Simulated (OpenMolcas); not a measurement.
Re6+: moving or changing the point charges

Re6+ among 2 point charges of -2 e arranged as a linear pair (D∞h), 2.22 Å from the ion.
```
   0.0000    0.0000    2.2200  -2.00
   0.0000    0.0000   -2.2200  -2.00
```

| Quantity | Value |
| --- | --- |
| Program | OpenMolcas 26.06 |
| Method | CASSCF |
| Basis | ANO-RCC-VDZP [7s6p4d2f1g] |
| Scalar Hamiltonian | DKH2, point nucleus |
| Active space | 1 electron in 5 orbitals (5d) |
| State averaging | 2S+1 = 2 even, 5 roots |
| Spin-orbit coupling | state interaction with AMFI integrals over the reference wave functions |

Runs around this geometry, states (labels by Λ). Energies in cm-1 above the lowest state or level, χT in cm3 K/mol.

| R (Å) | q (e) | Ground state | First state of that spin | First gap with spin-orbit (degeneracies) | χT at 300 K |
| --- | --- | --- | --- | --- | --- |
| 2.22 | -1 | 2Δ | 2Π 5308 | 5517 (2, 2) | 0.167 |
| 2.03 | -2 | 2Δ | 2Π 13555 | 10624 (2, 2) | 0.147 |
| 2.22 | -2 | 2Δ | 2Π 10664 | 10860 (2, 2) | 0.151 |
| 2.34 | -2 | 2Δ | 2Π 9238 | 9427 (2, 2) | 0.154 |

Taking the first state of the same spin as R^-n, n = -ln(9238 / 13555) / ln(2.34 / 2.03) = 2.7 between the shortest and longest distance.

Scaling the charges by -1 / -2 = 0.50 scales the first state of the same spin by 5308 / 10664 = 0.50; with fixed orbitals a first-order splitting would follow the charge.

Point charges carry no covalency, so the field is a model and not that of real ligands. No measured value stands beside these numbers.
